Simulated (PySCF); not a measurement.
C₃H₅AlClF. Atoms are numbered in the order given.

```xyz
11

Al     0.2383    -0.1520     0.4443
C     -0.0601    -1.7113    -0.6778
C     -0.2672    -0.6816    -1.7356
C      0.6653     0.2142    -2.1363
H     -0.9154    -2.3764    -0.5258
H      0.8781    -2.2749    -0.7887
H     -1.2966    -0.5286    -2.0850
H      1.7145     0.1366    -1.8254
H      0.4106     1.0218    -2.8255
Cl    -1.3033     0.9898     1.2902
F      1.8042     0.2493     0.8488
```
Charge 0, spin multiplicity 1.

Geometry optimised at PBE0-D3(BJ)/def2-SVP. The structure was generated by enumeration; whether it is a known compound was not checked. Other conformers were not sampled.

Calculation: PBE/pcSseg-1 run with PySCF.

GIAO shieldings, no solvent; atoms listed in one row are averaged. δ = σ(ref) − σ: ¹³C against TMS (σ = 182.0 ppm); ¹H against TMS (σ = 31.49 ppm); ³⁵Cl against HCl (σ = 936.5 ppm); ¹⁹F against CFCl3 (σ = 133.6 ppm), references at their B3LYP-D3(BJ)/def2-TZVP geometries, non-relativistic (without spin–orbit terms, shifts of atoms bonded to Cl or Br come out too high).

Question: Estimate the chemical shifts. (An estimate is asked for; the answer gives what the named calculation found.)

Answer: 
| nucleus | atoms | count | δ (ppm) |
|---|---|---|---|
| ¹³C | C3 | 1 | 154.5 |
| ¹³C | C4 | 1 | 119.3 |
| ¹³C | C2 | 1 | 23.8 |
| ¹H | H7 | 1 | 7.19 |
| ¹H | H8 | 1 | 6.19 |
| ¹H | H9 | 1 | 5.64 |
| ¹H | H6 | 1 | 2.65 |
| ¹H | H5 | 1 | 1.99 |
| ³⁵Cl | Cl10 | 1 | -26.5 |
| ¹⁹F | F11 | 1 | -212.9 |
